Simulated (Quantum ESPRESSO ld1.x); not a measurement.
ld1.x (Quantum ESPRESSO 7.5) input

```
 &input
    atom='Cu',
    iswitch=1,
    rel=1,
    lsd=1,
    dft='PW',
    config='[Ne] 3s1 3p0 4s0',
    verbosity='high',
    prefix='ld1',
    max_out_wfc=37,
    file_charge='ld1.rho',
 /
```

Command: `OMP_NUM_THREADS=1 ld1.x < ld1.in > ld1.out`

It prints (banner and zero overlaps left out):

```
     Program LD1 v.7.5 starts

     --------------------------- All-electron run ----------------------------

     scalar relativistic calculation

     atomic number is 29.00
     dft =PW   lsd =1 sic =0 latt =0  beta=0.20 tr2=1.0E-14
     Exchange-correlation= PW
                           (   1   4   0   0   0   0   0)
     mesh =1997 r(mesh) =  99.55439 a.u. xmin = -8.00 dx = 0.00800
     1 Ry =  13.60569312 eV, c = 137.03599908

     n l     nl                  e(Ry)          e(Ha)          e(eV)
     1 0     1S 1( 1.00)    -700.842317558    -350.421158779  -9535.4455003
     2 0     2S 1( 1.00)    -126.956911515     -63.478455758  -1727.3367779
     2 1     2P 1( 3.00)    -116.845562789     -58.422781394  -1589.7648701
     3 0     3S 1( 1.00)     -48.188939819     -24.094469909   -655.6439271
     3 1     3P 1( 0.00)     -45.073756016     -22.536878008   -613.2596923
     4 0     4S 1( 0.00)     -24.990170615     -12.495085308   -340.0085925
     1 0     1S 2( 1.00)    -700.751880248    -350.375940124  -9534.2150380
     2 0     2S 2( 1.00)    -126.851663214     -63.425831607  -1725.9048018
     2 1     2P 2( 3.00)    -116.750441516     -58.375220758  -1588.4706792
     3 0     3S 2( 0.00)     -47.513460450     -23.756730225   -646.4535621
     3 1     3P 2( 0.00)     -44.424241024     -22.212120512   -604.4225906
     4 0     4S 2( 0.00)     -24.744481295     -12.372240647   -336.6658190

     final scf error:  1.2E-15 reached in  14 iterations

     Etot =   -2958.562348 Ry,   -1479.281174 Ha,  -40253.291395 eV
     Total magnetization:    1.00 Bohr mag.

     Ekin =    3007.195318 Ry,    1503.597659 Ha,   40914.976660 eV
     Encl =   -6459.921743 Ry,   -3229.960872 Ha,  -87891.712840 eV
     Eh   =     583.309400 Ry,     291.654700 Ha,    7936.328695 eV
     Exc  =     -89.145323 Ry,     -44.572662 Ha,   -1212.883909 eV
```

Run on one thread of a shared host, so times are rough (Intel(R) Xeon(R) Processor @ 2.60GHz): 0.62 s of CPU time, 0.66 s wall, 14 iterations on 1997 mesh points.
